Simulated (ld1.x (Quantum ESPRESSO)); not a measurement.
# An all-electron radial function and its pseudo partner (P)

Columns: radius, all-electron u(r) and pseudo u(r) of the 2s shell (level -173.57 eV) of phosphorus in the configuration [He] 2s2 2p6 3s2 3p3; PBEsol, scalar-relativistic, TM scheme, ld1.x (Quantum ESPRESSO) 7.5.

```csv
r (bohr),all-electron,pseudo
0.035,0.6144,-0.1087
0.070,0.6297,-0.2221
0.105,0.3722,-0.3448
0.140,0.0167,-0.4811
0.175,-0.3451,-0.6334
0.210,-0.6683,-0.8000
0.245,-0.9343,-0.9730
0.280,-1.1385,-1.1376
0.315,-1.2842,-1.2758
0.350,-1.3781,-1.3738
0.385,-1.4284,-1.4276
0.420,-1.4431,-1.4431
0.455,-1.4298,-1.4298
0.490,-1.3951,-1.3951
0.525,-1.3445,-1.3445
0.560,-1.2826,-1.2826
0.595,-1.2134,-1.2134
0.630,-1.1397,-1.1397
0.665,-1.0640,-1.0640
0.700,-0.9882,-0.9882
0.735,-0.9137,-0.9137
0.770,-0.8414,-0.8414
0.805,-0.7722,-0.7722
0.840,-0.7064,-0.7064
0.875,-0.6445,-0.6445
0.910,-0.5866,-0.5866
```

Problem. How many radial nodes do the two functions have?

Solution. The all-electron 2s function has n − l − 1 = 1; the pseudo-wave has 0, since the states of the same l below it are removed with the core.

Problem. At about which radius was the pseudo-wave matched?

Solution. 0.45 bohr, where the columns begin to agree (steps of 0.04 bohr).

Problem. Is the pseudo-wave norm-conserving?

Solution. Yes: the TM scheme keeps the norm inside the radius equal to the all-electron one, which fixes the energy derivative of the logarithmic derivative at the level.
